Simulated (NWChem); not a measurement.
System: BBr₂F; SMILES FB(Br)Br

```xyz
4

B      0.0000     0.0000    -0.6295
F      0.0000     0.0000    -1.9394
Br     1.6615     0.0000     0.2943
Br    -1.6615     0.0000     0.2943
```
Atoms are numbered in this order, from 1.

Results from NWChem. Medium grid unless said otherwise, to which SCAN and Minnesota functionals are sensitive. Coordinates come from a PBE0/def2-SVP optimisation. B3LYP is NWChem's, with the RPA form of VWN correlation.

Among these, which level gives the lowest value of “dipole (D)”?
A. HCTH/407/def2-SVP
B. MN15-L/def2-SVP
C. LC-wPBE (HJS exchange hole, range parameter 0.4 per bohr)/def2-SVP
D. LDA (Slater exchange, VWN5)/def2-SVP

C, LC-wPBE (HJS exchange hole, range parameter 0.4 per bohr)/def2-SVP. Values: LC-wPBE (HJS exchange hole, range parameter 0.4 per bohr)/def2-SVP 0.13; MN15-L/def2-SVP 0.22; LDA (Slater exchange, VWN5)/def2-SVP 0.28; HCTH/407/def2-SVP 0.29
